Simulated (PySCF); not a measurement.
Compound: Si(NCO)H3, CH3NOSi.
Cartesian coordinates in Å at the PBE0-D3(BJ)/def2-SVP level; atoms count from 1:
```xyz
7
CH3NOSi angstrom
Si    -0.0037   -0.0003   -1.0367
N     -0.0141    0.0316    0.6831
C      0.0033    0.0069    1.8790
O      0.0175   -0.0118    3.0466
H      1.4068   -0.0071   -1.5167
H     -0.7061    1.2096   -1.5485
H     -0.7037   -1.2288   -1.5068
```

Jobs on this species (7 atoms, 38 electrons) with PySCF (density fitting). Hardware of each: one thread of an Arm Neoverse V2, no GPU, shared host. Other jobs ran on the host; a repeat could differ by tens of per cent or more.

```csv
level and settings,work,basis functions,SCF cycles,wall time
PBE0/pcSseg-1,"shieldings, charges and field gradients",90,?,?
B3LYP/pcSseg-1,shieldings,90,?,?
"PBE0-D3(BJ)/def2-SVP, grid level 1",geometry optimisation from a GFN2-xTB start,75,26,5.6 s
wB97X-D/def2-SVPD,"10 singlets by full TDDFT, 4 Tamm–Dancoff triplets, polarisability",111,14,6.4 s
"delta-SCF UKS SCAN, pcX-2 on the ionised atom, pcseg-1 elsewhere, spin-free X2C","ΔSCF core ionisation, 5 holes",117,78,13 s
```

Fill in the missing figures.

- PBE0/pcSseg-1; shieldings, charges and field gradients: 4.2 s, 13 SCF cycles
- B3LYP/pcSseg-1; shieldings: 2.9 s, 13 SCF cycles

What do all jobs in the table cost together?

About 32 s; the longest takes about 40 % of that, and about 4.5 times as long as the shortest.
